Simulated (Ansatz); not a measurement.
```yaml
crystal:
  periodic: [false, false, false]
  atoms:
    - {symbol: Sn, position_ang: [0.556578, -0.684085, 0.398936]}
    - {symbol: H, position_ang: [0.515528, -0.793271, 2.123732]}
    - {symbol: H, position_ang: [2.170260, -0.809689, -0.208272]}
    - {symbol: C, position_ang: [-0.505793, 1.034899, -0.365902]}
    - {symbol: H, position_ang: [-0.040758, 1.962176, 0.021773]}
    - {symbol: H, position_ang: [-1.561286, 0.983188, -0.039657]}
    - {symbol: H, position_ang: [-0.460369, 1.029273, -1.470915]}
    - {symbol: Br, position_ang: [-0.674160, -2.722482, -0.459694]}
basis:
  gaussian: {orbitals: STO-3G, final_grid: {core_spheres: 20, valence_spheres: 16, degree: 47}, nuclear_model: gaussian}
total_charge: -1
magnetization: {spin_polarized: false, initial_magnetization: 1}
hamiltonian: {xc: {name: PBEsol}, dispersion: d3bj}
scf: {omitted_lower_state_checks: [starts]}
```

```sh
$ ansatz run in.yaml --threads 4 --pin off --events-out ev --progress --plain --max-ram 3916MiB
```

It prints (some lines left out):

```
Functional definition: PBEsol
676 factors; integrals over basis functions are off by at most 3.4e-5 eV
mean field evaluation 1: about -232549.8239 eV, gradient 1.3e1 eV
mean field evaluation 2: about -232549.7494 eV, gradient 1.2e1 eV
mean field evaluation 4: about -232550.3522 eV, gradient 6.8e0 eV
mean field evaluation 8: about -232550.5732 eV, gradient 1.7e-1 eV
mean field evaluation 16: about -232550.5724 eV, gradient 1.3e-5 eV
mean field -232550.57239913 eV, -8546.0759072286 hartree, gradient 1.3e-5 eV, S^2 0.750000; 0 other end points of the search recorded, 0 dependent functions left out
reference -232550.57242337 eV, -8546.0759081196 hartree; 49, 48 occupied and 6, 7 virtual orbitals, 676 factors
Total energy: -232550.64712707 eV, -8546.0786534297 hartree
Checks for a lower state left out: starts
```

Hardware: 4 threads of Arm Neoverse V1 on a shared host. Wall time 1.9 s.

The highest occupied level of an anion often lies above zero with these methods, and sets without diffuse functions describe the outer electron poorly.

With spin_polarized false and unpaired electrons the run is restricted open-shell.
